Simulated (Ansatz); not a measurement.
Relaxation of C$_{3}$H$_{10}$O$_{3}$Si (17 atoms, charge 0, multiplicity 1), to a largest force component of 0.02 eV/Å in at most 40 steps.

Computed with Ansatz 0.2.0, RKS PBE0-D4/STO-3G.

```xyz
17
Properties=species:S:1:pos:R:3
Si 0.000 0.000 0.000
H 0.000 0.000 1.460
O 1.584 0.000 -0.559
C 2.350 -1.163 -0.836
H 1.719 -1.905 -1.367
H 3.218 -0.893 -1.473
H 2.714 -1.602 0.116
O -0.791 1.371 -0.559
C -2.151 1.418 -0.965
H -2.769 0.822 -0.261
H -2.502 2.471 -0.964
H -2.247 0.998 -1.988
O -0.791 -1.371 -0.559
C -1.536 -2.268 0.250
H -1.225 -2.158 1.310
H -2.619 -2.040 0.157
H -1.349 -3.311 -0.083
```

Question: Where does it end, and by what steps?

Answer: The forces met the threshold. The force dipped under the threshold on the way, but the program's further checks kept it going. Limits of this set-up: minimal basis. After 24 steps the energy has fallen by 0.689 eV; H12 moved furthest, 1.30 Å.

| step | energy less start (eV) | largest force component (eV/Å) | accepted |
| --- | --- | --- | --- |
| 0 | 0.0000 | 2.211 | yes |
| 1 | -0.4294 | 0.873 | yes |
| 2 | -0.5348 | 0.497 | yes |
| 3 | -0.5787 | 0.214 | yes |
| 4 | -0.6096 | 0.235 | yes |
| 5 | -0.6270 | 0.564 | yes |
| 6 | -0.6470 | 0.245 | yes |
| 7 | -0.6627 | 0.056 | yes |
| 8 | -0.6545 | 0.654 | no |
| 9 | -0.6674 | 0.130 | yes |
| 10 | -0.6735 | 0.268 | yes |
| 11 | -0.6773 | 0.170 | yes |
| 12 | -0.6812 | 0.122 | yes |
| 13 | -0.6832 | 0.271 | yes |
| 14 | -0.6853 | 0.104 | yes |
| 15 | -0.6859 | 0.053 | yes |
| 16 | -0.6868 | 0.010 | yes |
| 17 | -0.6871 | 0.103 | yes |
| 18 | -0.6877 | 0.035 | yes |
| 19 | -0.6880 | 0.014 | yes |
| 20 | -0.6883 | 0.058 | yes |
| 21 | -0.6884 | 0.035 | yes |
| 22 | -0.6886 | 0.015 | yes |
| 23 | -0.6887 | 0.026 | yes |
| 24 | -0.6887 | 0.020 | yes |

```xyz
17
Properties=species:S:1:pos:R:3
Si -0.022 -0.166 -0.451
H -0.081 -0.105 1.005
O 1.541 -0.002 -1.102
C 2.412 -1.047 -0.600
H 2.064 -2.070 -0.855
H 3.403 -0.907 -1.067
H 2.555 -1.009 0.501
O -0.806 1.161 -1.176
C -2.129 1.363 -0.621
H -2.146 1.425 0.488
H -2.511 2.324 -1.010
H -2.855 0.577 -0.919
O -0.618 -1.677 -0.976
C -1.593 -2.239 -0.067
H -1.285 -2.211 1.000
H -2.587 -1.747 -0.132
H -1.738 -3.301 -0.341
```

The run took 2.1 min on 1 thread of Arm Neoverse V1 (shared host), peak memory 0.14 GiB.
